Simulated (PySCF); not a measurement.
Computed IR spectrum (relative IR intensity) of a molecule C4H5FO. Geometry optimised at r2SCAN-D4/def2-SVP. Other conformers were not sampled. Method: r2SCAN-D4/def2-SVP run with PySCF. Harmonic, unscaled wavenumbers; measured fundamentals usually lie a few per cent lower.

| ν (cm⁻¹) | relative intensity |
|---|---|
| 258 | 4.7 |
| 367 | 3.0 |
| 462 | 8.4 |
| 582 | 19 |
| 690 | 16 |
| 808 | 28 |
| 825 | 7.4 |
| 861 | 35 |
| 1009 | 57 |
| 1042 | 25 |
| 1081 | 6.1 |
| 1147 | 14 |
| 1178 | 6.9 |
| 1283 | 11 |
| 1291 | 100 |
| 1366 | 37 |
| 1388 | 20 |
| 1455 | 12 |
| 1461 | 7.4 |
| 1753 | 90 |
| 3041 | 14 |
| 3072 | 17 |
| 3142 | 7.7 |
| 3155 | 11 |
| 3258 | 2.8 |

Task: Which structure fits?
A. CC1=C(F)CO1
B. O=CC1(F)CC1
C. C=COC(=C)F
D. C[C@@H]1OC=C1F

Result: D, C[C@@H]1OC=C1F
